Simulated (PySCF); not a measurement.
A GIAO shielding run with PySCF 2.14 (density fitting, non-relativistic, gas phase) on SMILES F[Si@H]1CCC[SiH2]1, C₃H₉FSi₂:

```
$ OMP_NUM_THREADS=1 python probes_run.py task.json out

{"job": {"kind": "nmr", "xc": "PBE0", "basis": "pcSseg-1"}, "charge": 0, "multiplicity": 1}
F     -1.790180     2.302695    -0.518087
Si    -1.038716     1.258778     0.474951
C     -1.312855    -0.507708    -0.202354
C     -0.043066    -1.328672     0.040206
C      1.207728    -0.606014    -0.471185
Si     1.252709     1.172092     0.243893
H     -1.746088     1.498664     1.729407
H     -2.166589    -1.017115     0.245182
H     -1.507648    -0.459338    -1.276441
H      0.063825    -1.512416     1.113493
H     -0.132234    -2.304587    -0.446854
H      1.169114    -0.564028    -1.561876
H      2.095028    -1.185386    -0.215595
H      1.941183     2.076330    -0.683589
H      2.003377     1.184697     1.506938
```

Hardware: 1 thread of an Arm Neoverse N1, shared host. The job also computes population analyses, field gradients, ring-centre shieldings.

Question: How large is the calculation?

Answer: 64 electrons, 161 basis functions and 882 auxiliary functions.

Question: How long does it take?

Answer: 34 s of wall time, with 12 SCF cycles and 4 response iterations. Times on a shared host scatter by some tens of per cent.
